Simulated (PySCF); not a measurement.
arsenic trifluoride cation (AsF3), SMILES F[As](F)F (connectivity only; charge and spin as stated), charge +1, multiplicity 2.

Geometry: PBE0-D3(BJ)/def2-SVP. The spin state was assumed, not searched.

Two levels are set side by side: PBE/def2-TZVPD (PySCF) and r2SCAN/def2-TZVPD (PySCF). Same geometry, gas phase. Differences are taken from unrounded values.

```json
[
 {"quantity": "α-spin orbital gap (eV)", "r2SCAN": "8.34"},
 {"quantity": "β-spin orbital gap (eV)", "r2SCAN": "3.69"},
 {"quantity": "mean polarisability (bohr³)", "r2SCAN": "25.6"}
]
```

Problem. What does PBE give, and how far is it from r2SCAN? (An estimate is asked for; the answer gives what the named calculation found.)

Solution. 
| quantity | PBE | PBE minus r2SCAN |
|---|---|---|
| α-spin orbital gap (eV) | 7.47 | -0.87 |
| β-spin orbital gap (eV) | 2.89 | -0.80 |
| mean polarisability (bohr³) | 26.6 | 1.0 |

Rough cost on one machine, each run with all the roots and properties that it gave: r2SCAN against PBE about 2 times.
